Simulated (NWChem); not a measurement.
System: CH$_{4}$SSi, singlet; SMILES C[Si]S

```xyz
7

Si    -0.7904    -0.5603    -0.0029
C      0.7862    -1.6618    -0.0029
H      0.8801    -2.1107     0.9981
H      1.7346    -1.1691    -0.2419
H      0.6411    -2.5017    -0.6955
S      0.2454     1.3403    -0.0023
H     -0.8345     2.1524     0.0343
```
Atoms are numbered in this order, from 1.

Low-valent species are run as closed-shell singlets; no triplet was tried in these runs. All runs use the structure optimised with B3LYP/6-31G* (spherical d).

**Question.** List the 4 lowest vertical singlet excitations from PBE/def2-SVP, TDA (NWChem).

**Answer.** 
| state | energy (eV) | oscillator strength | leading excitation (squared amplitude) |
|---|---|---|---|
| S1 | 3.29 | 0.031 | HOMO → LUMO (0.97) |
| S2 | 4.93 | 0.042 | HOMO−1 → LUMO (0.81) |
| S3 | 5.07 | 0.000 | HOMO−2 → LUMO (0.99) |
| S4 | 5.53 | 0.015 | HOMO → LUMO+2 (0.73) |
